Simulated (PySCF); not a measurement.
**IrO₂⁻, singlet: structure and spectrum**

All numbers come from PySCF, PBE0, basis Ir def2-TZVPD with ECP60, O def2-TZVPD (scalar-relativistic core potentials, no spin–orbit coupling, density fitting).

The structure is a minimum.

Z-matrix (Å, degrees; charge -1 multiplicity 1):
```
Ir
O  1 1.7070
O  1 1.7070 2 180.00
```

```
Point group                                                                   : D∞h
Bond lengths                                                                  : Ir–O 1.707 Å (×2)
Bond angles                                                                   : O–Ir–O 180.0°
Principal quadrupole moments (Buckingham, traceless) about the centre of mass : -11.21, 5.61, 5.61 D Å
Rotational symmetry number                                                    : 2
Dipole moment about the centre of mass                                        : 0.00 D
Entropy at 298.15 K and 1 bar                                                 : 266.9 J/(mol K)
Enthalpy at 298.15 K above 0 K                                                : 12.71 kJ/mol
Lowest empty level                                                            : 3.13 eV
Zero-point energy                                                             : 13.2 kJ/mol
Rotational constants                                                          : 0.1808 cm⁻¹
Heat capacity Cp at 298.15 K                                                  : 48.6 J/(mol K)
Highest occupied level                                                        : -1.28 eV
Principal polarisabilities                                                    : 53.4, 53.4, 71.8 bohr³
```

Harmonic modes (masses in u: Ir 192.963, O 15.995):
```json
{"symmetry": "πu", "ω (cm⁻¹)": "102", "IR (km/mol, summed over degenerate members)": "0.7", "μ (u)": "18.39", "type": "bend"}
{"symmetry": "σu+", "ω (cm⁻¹)": "978", "IR (km/mol, summed over degenerate members)": "423", "μ (u)": "18.39", "type": "stretch"}
{"symmetry": "σg+", "ω (cm⁻¹)": "1024", "IR (km/mol, summed over degenerate members)": "0.0", "μ (u)": "15.99", "type": "stretch"}
```

In D∞h the vibrations span πu + σu+ + σg+. The σg+ mode carries no infrared intensity, as symmetry demands. With a centre of inversion only u modes can be infrared active and only g modes Raman active.

Charges (e); Mulliken and Löwdin values are unreliable with diffuse functions:
```csv
atom,Mulliken,Löwdin,polar tensor,Mayer order to Ir1
Ir1,-0.16,0.78,0.36,–
"O2,3",-0.42,-0.89,-0.68,1.31
```
Other Mayer orders above 0.3: O–O 0.38.

Mulliken populations on Ir1 (electrons outside its core potential): s 3.98, p 6.28, d 6.80, f 0.09.

Outer orbital energies (eV). occupied: -6.42, -6.42, -3.84, -3.84, -3.74, -2.04, -2.04, -1.28; empty: 3.13, 3.13, 3.87, 3.87.

Formally Ir is in oxidation state +3, d6, with 0 unpaired electrons (the high-spin count would be 4). The polar-tensor charge on Ir, 0.36, is far below the formal one.

Only a few start shapes were tried, so a lower isomer may exist. The lowest empty level of this anion is unbound, so it and the gap depend on the basis. With an element this heavy the missing spin–orbit coupling can shift these numbers.

The final relaxation and frequency run took roughly 40 core-seconds on a shared host.
